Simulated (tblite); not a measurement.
Species: C5H8Cl2F2Si.
SMILES with atom numbers: `[F:1][CH:2]([F:3])[C@@H:4]([Cl:5])[C@@H:6]([Cl:7])[C@H:8]1[CH2:9][SiH2:10]1` (hydrogens: H11 on C2; H12 on C4; H13 on C6; H14 on C8; H15, H16 on C9; H17, H18 on Si10)

Computed with GFN2-xTB (tblite), gas phase: L-BFGS steps from a force-field or distance-geometry start until the largest atomic force falls under 0.01 eV/Å.

Geometry at step 2:
```
atom  x, y, z in Å
F1      1.6444    1.0040   -1.6032
C2      1.8824    0.9936   -0.2627
F3      3.1547    1.3847   -0.1097
C4      1.6904   -0.4346    0.2777
Cl5     1.9542   -0.4199    2.0431
C6      0.3298   -1.0053   -0.1200
Cl7     0.2705   -2.7496    0.3261
C8     -0.8533   -0.3361    0.4936
C9     -1.4350    0.9438   -0.1147
Si10   -2.5766   -0.5493   -0.2941
H11     1.2201    1.7373    0.2118
H12     2.4911   -1.0442   -0.1424
H13     0.2587   -1.0000   -1.2170
H14    -0.8596   -0.3977    1.5745
H15    -1.7764    1.7113    0.5526
H16    -1.0376    1.2998   -1.0546
H17    -3.7350   -0.2640    0.5167
H18    -2.6315   -0.8675   -1.6961
```

**Question.** Give the atomic forces at this geometry.

**Answer.** 
```csv
atom,Fx (eV/Å),Fy (eV/Å),Fz (eV/Å)
F1,0.005,0.026,0.154
C2,-0.369,-0.185,0.069
F3,0.185,0.074,0.031
C4,0.110,0.120,-0.101
Cl5,-0.173,0.069,-0.120
C6,-0.126,-0.035,-0.192
Cl7,0.175,0.018,0.025
C8,-0.640,0.080,-0.061
C9,-0.239,-0.305,-0.352
Si10,0.039,0.474,-0.043
H11,0.072,-0.091,-0.053
H12,0.093,-0.148,-0.064
H13,0.081,0.121,0.143
H14,0.205,0.234,0.044
H15,0.438,0.234,0.176
H16,0.409,0.128,0.332
H17,-0.167,-0.412,0.127
H18,-0.098,-0.404,-0.116
```

The largest, 0.65 eV/Å, acts on C8; the rms over all components is 0.215 eV/Å. The forces sum to zero within rounding, as they must for an isolated molecule in no field.

**Question.** Give the force on C8 in Eh/bohr and in nN.

**Answer.** 0.648 eV/Å ÷ 51.422 = 0.01260 Eh/bohr, and 0.648 eV/Å × 1.602 = 1.04 nN.

**Question.** How far is this geometry from the end of the optimisation?

**Answer.** 0.293 eV above it, and 0.220 Å rms away after alignment. The bonds farthest from their final lengths, with half the difference of the two atoms' forces along the bond (positive lengthens):

```tsv
bond	now (Å)	final (Å)	force along bond (eV/Å)
C2–C4	1.539	1.528	-0.20
C8–Si10	1.907	1.896	-0.33
Si10–H18	1.439	1.449	+0.14
C8–C9	1.532	1.540	-0.18
C9–H15	1.073	1.081	+0.25
C2–F3	1.340	1.348	+0.30
```

The angle farthest from its final value is C9–Si10–H17, 106.0° against 118.5°.

Of the 3 listed bonds off by 0.010 Å or more, this force points towards the final length in 3.

The cost below is that of the whole relaxation. On one thread of an Arm Neoverse N1, no GPU, shared host with 64 logical CPUs at a one-minute load of 59, this took 1.6 s wall.
